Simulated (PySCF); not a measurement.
Ir⁺: ionisation energy

Ir⁺ [Xe] 4f14 5d7 6s1 (5F) → Ir²⁺ [Xe] 4f14 5d7 (4F), as a difference of total energies. All numbers are calculated (PySCF 2.14, scalar relativity by spin-free X2C-1e, in x2c-TZVPPall with one added diffuse shell each of s, p, d, f type (12s8p8d4f1g, 113 functions)). Correlated levels: valence: [Xe] 4f14 frozen. The calculations carry no spin-orbit coupling.

```
           method  ionisation energy (eV)
              UHF                  16.371
    MP2 (valence)                  17.348
SCS-MP2 (valence)                  17.043
   CCSD (valence)                  17.265
CCSD(T) (valence)                  17.308
```

**Question.** How much does correlation contribute at CCSD(T) (valence)?

**Answer.** 17.308 − (16.371) = 0.937 eV, measured against UHF.

A first-order spin-orbit estimate (lowest level to lowest level, LS coupling) adds -0.036 eV.

Errors of the correlated levels include the incompleteness of this basis and the frozen core.

For comparison: 17 ± 0.3 eV (semi-empirical (NIST evaluation); NIST Atomic Spectra Database, ionization energies).
